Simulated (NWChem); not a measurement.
System: Si2H4, singlet; SMILES [SiH][SiH3]

NWChem input:

```
start job
memory heap 200 mb stack 900 mb global 1100 mb
geometry units angstroms noautosym nocenter noautoz
  Si     0.047685     1.344640     0.399722
  H      1.236466     1.333924    -0.558416
  Si    -0.072283    -1.018157     0.126956
  H      1.248550    -1.691932     0.285869
  H     -0.523602    -1.218750    -1.285543
  H     -1.052568    -1.702456     1.013769
end
basis spherical
  * library pcsseg-1
end
dft
  xc xpbe96 cpbe96
  iterations 150
end
property
  shielding
end
task dft property
```

Low-valent species are run as closed-shell singlets; no triplet was tried in these runs. Geometry: optimised at PBE0-D3(BJ)/def2-TZVP.

GIAO values for the isolated, static molecule; σ is the absolute isotropic shielding.

Atoms are numbered as in the input.

Question: Give the results of this calculation. (PBE/pcSseg-1, GIAO.) Quantities: basis functions; σ Si1 (ppm); σ H2 (ppm); σ Si3 (ppm); σ H4 (rotor mean) (ppm).

Answer: 
```yaml
number_of_basis_functions: 68
"σ Si1 (ppm)": -819.5
"σ H2 (ppm)": 10.87
"σ Si3 (ppm)": 408.4
"σ H4 (rotor mean) (ppm)": 26.87
```
